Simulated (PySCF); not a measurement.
**Structure elucidation problem**

Molecular formula: C6H11NSi. Simulated spectra:

1H NMR (400 MHz, computed): δ 7.00 (m, 1H), 4.65 (s, 3H), 4.33 (m, 1H), 4.07 (m, 1H), 4.02 (m, 1H), 1.84 (d, 1H), 1.33 (d, 3H).

13C{1H} NMR (computed): δ 146.0 (CH), 90.8 (CH2), 89.6 (C), 80.1 (CH), 51.6 (CH), 27.4 (CH3).

Theory: shielding tensors at PBE0/pcSseg-1 (GIAO), geometry: GFN2-xTB, in PySCF 2.14 (non-relativistic Hamiltonian, isolated molecule, one averaged value for each set of equivalent atoms, one computed conformer).

References, each an isolated molecule treated in the same way: 1H (σ = 31.72 ppm), 13C (σ = 186.93 ppm) against TMS.

Which of these isomers gave the spectra?
A. C#C[C@](C)(C=C)N[SiH3]
B. C#C[C@H](C)N([SiH3])C=C
C. C=CCN([SiH3])C1=CC1
D. C[SiH2]C/C=C\CC#N

Results:

B. 

- The formula gives 3 degrees of unsaturation (no ring in the answer).
- 6 carbon signals for 6 carbons: no two carbons are equivalent.
- Carbon types of the structure: 1 × C, 3 × CH, 1 × CH2, 1 × CH3, leaving 3 H on heteroatoms.
- δC 146.0: alkene carbon bearing nitrogen; an sp2 carbon further deshielded by the attached heteroatom.
- δC 90.8: β carbon of an enol-ether or enamine type C=C; the O or N lone pair pushes π density onto this β carbon and shields it.
- δC 89.6: alkyne carbon; sp carbons lie upfield of alkene carbons because the cylindrical π system leaves one tensor component strongly shielded.
- δC 80.1: terminal alkyne carbon; the triple bond shields along its axis, which puts it between sp3 and sp2 carbons.
- δH 4.02: hydrogen on a propargylic sp3 CH bonded to N; its carbon carries N, an electronegative neighbour.

The others: C#C[C@](C)(C=C)N[SiH3] would give 6 signals for carbon-bound and other non-exchanging H, not 7; C=CCN([SiH3])C1=CC1 has carbons computed at 141.0, 130.9, 125.3, 70.7, 58.1, 12.8, with a different DEPT pattern; C[SiH2]C/C=C\CC#N would give 6 signals for carbon-bound and other non-exchanging H, not 7.

Shifts are as computed. Against solution values, carbons near 30 ppm lie about +3 ppm off and those near 130 ppm about +5 ppm. Of 1211 compounds with measured shifts, 218 miss one by over three times the rms of a fit or turn the order of signals round; such compounds aren't used in these exercises. No couplings were computed; multiplicities are counted from neighbouring protons, with m where these are inequivalent, close in shift, in a saturated or five-membered ring or joined by F or P, and br s for small geminal =CH2 splittings.
